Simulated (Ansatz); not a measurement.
`[OH][GeH]` + H–F → `[F][GeH]` + H₂O  (ligand exchange at a Ge–O bond)

Computed with Ansatz on PBE0-D4/def2-TZVP structures; ΔE is electronic, products minus reactants. CBS: MP2 limit from def2 TZ/QZ plus the TZ coupled-cluster correction, frozen cores. This one scheme is used for every species. Functionals use def2-TZVPP. For Ge outer-core shells are correlated without core-valence functions, which leaves a few kJ/mol of doubt a bond. Scalar relativity is left out up to krypton.

```
             level  ΔE (kcal/mol)
            B97M-V           -6.2
         CAM-B3LYP           -6.3
RPA@PBE/def2-TZVPP           -3.7
  CCSD(T)/def2-SVP           -4.4
```

(1) What does CCSD(T)/CBS give? (An estimate is asked.)

Largest T1 diagnostic among the species: 0.016.

Answers

(1) Computed: -4.1 kcal/mol. The listed levels differ from it by -2.1, -2.2, 0.4, -0.3 kcal/mol.

Leaving LDA and LC-ωPBE aside and taking each functional with its dispersion term where it has one, the values, not all of them listed here, spread over 2.1 kcal/mol, from B97M-V to PBE-QIDH. LDA lies +1.7 kcal/mol from PBE without D4. In def2-TZVPP, CCSD(T) changes the Hartree–Fock value by +3.8 kcal/mol (the triples alone add +0.6 kcal/mol) and MP2 by +4.6 kcal/mol.
